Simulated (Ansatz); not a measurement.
Calculated with Ansatz (gas phase, PBE0-D4/def2-TZVP geometries, no zero-point term in ΔE). CCSD(T)/CBS adds triple-zeta CCSD(T) − MP2 to the extrapolated MP2 energy (def2 sets, frozen cores). Open shells (•) are unrestricted, without spin–orbit coupling. For Ga outer-core shells are correlated without core-valence functions, which leaves a few kJ/mol of doubt a bond. Scalar relativity is left out up to krypton. Each species was taken in one conformer, which may not be the lowest.

`C[O][Ga][CH3]`• → `[CH3][Ga]([CH3])[O]`•  (isomerisation)

`C[O][Ga][CH3]`•:

```xyz
10

C    -0.197   -2.059    0.739
O    -0.122   -0.676    0.538
Ga    0.161    0.221   -0.996
C     0.197    2.200   -0.719
H    -0.083   -2.637   -0.187
H    -1.165   -2.323    1.181
H     0.587   -2.382    1.433
H     1.218    2.563   -0.846
H    -0.146    2.394    0.299
H    -0.450    2.698   -1.441
```

`[CH3][Ga]([CH3])[O]`•:

```xyz
10

C    -0.235    0.078    1.779
Ga   -0.510   -0.242   -0.136
C     0.662    0.125   -1.665
O    -2.097   -0.993   -0.560
H     0.645   -0.468    2.125
H    -1.100   -0.241    2.360
H    -0.059    1.140    1.959
H     0.885    1.193   -1.717
H     0.199   -0.186   -2.601
H     1.610   -0.406   -1.545
```

```tsv
species	HF/def2-TZVPP energy (Eh)
`C[O][Ga][CH3]`•	-2077.39576
`[CH3][Ga]([CH3])[O]`•	-2077.39191
```

(1) Work out ΔE.

Largest T1 diagnostic among the species: 0.016.

Answers

(1) ΔE = (-2077.39191) − (-2077.39576) = 0.00385 Eh = +2.4 kcal/mol. CCSD(T)/CBS gives +13.7 kcal/mol.

In def2-TZVPP, CCSD(T) changes the Hartree–Fock value by +10.9 kcal/mol (the triples alone add +1.3 kcal/mol) and MP2 by +16.6 kcal/mol. From PBE to PBE0 (25 % exact exchange), in def2-TZVPP and without D4, ΔE moves by −2.0 kcal/mol.
